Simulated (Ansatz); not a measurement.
`C[C@@H]1B[C@H]1Cl` at its PBE0-D4/def2-TZVP geometry, where that method's forces vanish. Charge 0, multiplicity 1.

| atom | x (Å) | y (Å) | z (Å) |
| --- | --- | --- | --- |
| C1 | 0.4867 | -1.0887 | 0.8505 |
| C2 | -0.0841 | 0.2293 | 0.3909 |
| B3 | -1.2992 | 0.5498 | -0.4778 |
| C4 | 0.1071 | 0.6728 | -1.0565 |
| Cl5 | 0.8309 | 2.2303 | -1.4566 |
| H6 | 1.5570 | -1.0064 | 1.0551 |
| H7 | 0.3491 | -1.8623 | 0.0916 |
| H8 | -0.0104 | -1.4305 | 1.7611 |
| H9 | 0.0352 | 1.0369 | 1.1211 |
| H10 | -2.4557 | 0.7812 | -0.5731 |
| H11 | 0.4834 | -0.1125 | -1.7063 |

(1) For each bond, give half the difference of the two atoms' forces along it (eV/Å; positive pushes the atoms apart) under PBE-D4, r2SCAN-D4, B3LYP-D4, ωB97M-V in def2-TZVPP. (Best estimate.)

Results:

(1) The calculation gave: 
| bond | length (Å) | PBE-D4 | r2SCAN-D4 | B3LYP-D4 | ωB97M-V |
| --- | --- | --- | --- | --- | --- |
| C1–C2 | 1.508 | -0.03 | 0.09 | 0.17 | 0.19 |
| C1–H6 | 1.093 | 0.09 | -0.04 | -0.06 | -0.08 |
| C1–H7 | 1.092 | 0.12 | -0.03 | -0.06 | -0.08 |
| C1–H8 | 1.092 | 0.11 | -0.03 | -0.07 | -0.09 |
| C2–B3 | 1.528 | 0.07 | 0.03 | 0.06 | 0.09 |
| C2–C4 | 1.526 | 0.07 | 0.04 | 0.06 | 0.09 |
| C2–H9 | 1.095 | 0.13 | -0.04 | -0.14 | -0.15 |
| B3–C4 | 1.526 | 0.02 | -0.02 | 0.02 | 0.14 |
| B3–H10 | 1.183 | 0.01 | -0.05 | -0.14 | -0.19 |
| C4–Cl5 | 1.763 | 0.24 | 0.26 | 0.37 | 0.12 |
| C4–H11 | 1.087 | 0.09 | -0.09 | -0.18 | -0.16 |

B3LYP here is the variant with VWN-RPA as its local correlation; programs differ in this.

Program: Ansatz 0.2.0.
